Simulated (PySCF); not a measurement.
Gas-phase equilibrium of 1 mol H₂S, 56 mol SO₂ at 2000 K and 0.00100 bar, among 21 species (S₂O, SO₂, O₂, O, S₂, S₆, HO₂, H₂S₂, H₂O, H, H₂O₂, H₂S, O₃, SO, SH, H₂, S₈, S, SO₃, H₂SO₄, OH). Only gases are allowed; each row takes one source of thermochemistry for all species, and Cantera finds the minimum.

Computed with PySCF and rigid-rotor harmonic-oscillator thermochemistry at 1 bar. † marks an energy on the PBE0/def2-TZVP geometry and frequencies; other levels use their own. CCSD(T) freezes the core. 6-31G* has spherical d functions here. Open shells (unrestricted) among the columns below: O₂ (multiplicity 3), O (multiplicity 3, electronic degeneracy 9), S₂ (multiplicity 3), H (multiplicity 2), SO (multiplicity 3), S (multiplicity 3, electronic degeneracy 9), OH (multiplicity 2, electronic degeneracy 4); the rest are closed-shell singlets. Spin-orbit splitting is ignored; it lowers the true energy and changes the entropy of O, S, OH. CCSD(T) isn't extrapolated to the basis-set limit. The harmonic model lacks anharmonicity and excited electronic states, which grow with temperature; levels with a mode under 35 cm⁻¹ are left out. Warning, large T1 diagnostic: SO₂ (CCSD(T)/def2-SVP†).

Molecules larger than those listed are left out.

With BLYP/def2-TZVP† thermochemistry: SO₂ 0.71, O 0.0010, SO 0.19, S 0.00091, O₂ 0.075, H₂O 0.0086, H 0.0036, S₂ 0.00022, OH 0.0024.

Problem. How far does the composition move with the other sources (CCSD(T)/def2-SVP†, HF/6-31G*, M06-2X/def2-TZVP†, PBE0/def2-TZVP, LDA/def2-TZVP†)?

Solution. 
| thermochemistry | x SO₂ | x O | x SO | x S | x O₂ | x H₂O | x H | x S₂ | x OH |
|---|---|---|---|---|---|---|---|---|---|
| BLYP/def2-TZVP† | 0.71 | 0.0010 | 0.19 | 0.00091 | 0.075 | 0.0086 | 0.0036 | 0.00022 | 0.0024 |
| CCSD(T)/def2-SVP† | 0.041 | 0.060 | 0.43 | 0.13 | 0.32 | 0.0053 | 0.0029 | 0.0092 | 0.0062 |
| HF/6-31G* | <1e-12 | 0.65 | 4.1e-6 | 0.33 | 9.5e-8 | 2.2e-8 | 0.012 | 1.3e-6 | 4.9e-5 |
| M06-2X/def2-TZVP† | 0.79 | 0.0040 | 0.14 | 0.0016 | 0.045 | 0.012 | 0.0024 | 0.00036 | 0.0032 |
| PBE0/def2-TZVP | 0.72 | 0.0037 | 0.18 | 0.0016 | 0.069 | 0.011 | 0.0040 | 0.00063 | 0.0038 |
| LDA/def2-TZVP† | 0.94 | 6.1e-7 | 0.038 | 8.0e-5 | 0.00060 | 0.011 | 0.0024 | 0.0019 | 3.6e-5 |
The most sensitive of these is SO₂: it spans a factor of 10^12.0 over these rows; at this temperature one factor of ten is RT ln 10 = 38 kJ/mol.
